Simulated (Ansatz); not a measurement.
Energy profile

The step: BHF₂ ([F][BH][F]) + H₂O → BHOF₂ ([OH][B]([F])[F]) + H₂; bonds formed: H2–H5; dative contacts that become bonds: B1–O6; bonds broken: B1–H2, H5–O6 (atoms numbered as in the saddle structure below).

B1  (-0.379, -0.330, -0.147)
H2  (0.273, 0.120, -1.279)
F3  (-0.465, -1.660, -0.200)
F4  (-1.508, 0.384, 0.017)
H5  (0.846, 0.389, -0.434)
O6  (0.759, 0.159, 0.774)
H7  (0.475, 0.937, 1.269)
(Å)

Electronic energies by CCSD(T) at an estimated basis limit (MP2 extrapolated from triple and quadruple zeta, plus CCSD(T) − MP2 in triple zeta), on PBE0-D4/def2-TZVP structures; BH3OF2, closed shell; no counterpoise correction. Ansatz 0.2.0; basis: def2-TZVPP and def2-QZVPP; cores frozen in the correlated methods. Extrapolation: Hartree–Fock as exp(−7.88 √X), correlation as X^−2.97.

Question: Give the profile in kJ/mol, counted from the separated reactants. (To be estimated.)

Answer: Computed:
```tsv
point	kJ/mol
separated: BHF2 (linked as [F][BH][F]; B1, H2, F3, F4; singlet) + H2O (H5, O6, H7; singlet)	0.0
start structure	-27.0
saddle	99.8
end structure	-106.2
separated: BHOF2 (linked as [OH][B]([F])[F]; B1, F3, F4, O6, H7; singlet) + H2 (H2, H5; singlet)	-103.1
```

T1 diagnostic: at most 0.014.

The step is the kind of ligand exchange by which a precursor binds to a hydroxyl group, or is hydrolysed, in atomic layer deposition of oxides.

For scale, one of the runs: CCSD(T)/def2-TZVPP, 166 basis functions, launched by `ansatz run in.yaml --threads 2 --pin off --events-out ev --progress --plain --max-ram 4352MiB`. Time: 19 s of wall clock on 2 CPU threads of an Intel Xeon 6975P-C; the host was shared. Peak host memory: 1.6 GiB.
